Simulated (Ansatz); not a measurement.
`[CH3][SnH]([CH3])[OH]` and `[CH3][SnH]([OH])[SH]` differ in one atom or group.

Ansatz, PBE0-D4/def2-TZVP geometries, multiplicity 1. Each molecule was computed in one conformer, which needn't be the lowest.

Elements past krypton have def2 core potentials.

| property | `[CH3][SnH]([CH3])[OH]` |
| --- | --- |
| HOMO energy (ωB97M-V/def2-TZVPP) / eV | -9.92 |
| HOMO energy (PBE/def2-TZVPP) / eV | -6.17 |
| LUMO energy (PBE0/def2-TZVPP) / eV | 0.16 |
| zero-point energy (PBE0-D4/def2-TZVP) / kJ/mol | 240.4 |
| size of the dipole moment (ωB97M-V/def2-TZVPP) / D | 1.76 |
| LUMO energy (B3LYP/def2-TZVPP) / eV | -0.13 |

(1) Give the same properties after the change, and the shifts. (An estimate is asked.)

Answers

(1) The calculation gave: 
```
                                          property  `[CH3][SnH]([OH])[SH]`  shift
             HOMO energy (ωB97M-V/def2-TZVPP) / eV                   -9.59   0.33
                 HOMO energy (PBE/def2-TZVPP) / eV                   -6.13   0.04
                LUMO energy (PBE0/def2-TZVPP) / eV                   -0.37  -0.53
    zero-point energy (PBE0-D4/def2-TZVP) / kJ/mol                   171.3  -69.1
size of the dipole moment (ωB97M-V/def2-TZVPP) / D                    1.19  -0.57
               LUMO energy (B3LYP/def2-TZVPP) / eV                   -0.69  -0.56
```

With PBE0 the HOMO rises by 0.27 eV and the LUMO falls by 0.53 eV, so the gap narrows by about 0.80 eV. PBE moves the HOMO by 0.04 eV and ωB97M-V by 0.33 eV. The zero-point energy changes by -69.1 kJ/mol with -6 modes. Dipoles are sizes alone; their direction can turn.

B3LYP here is the variant with VWN-RPA as its local correlation; programs differ in this.
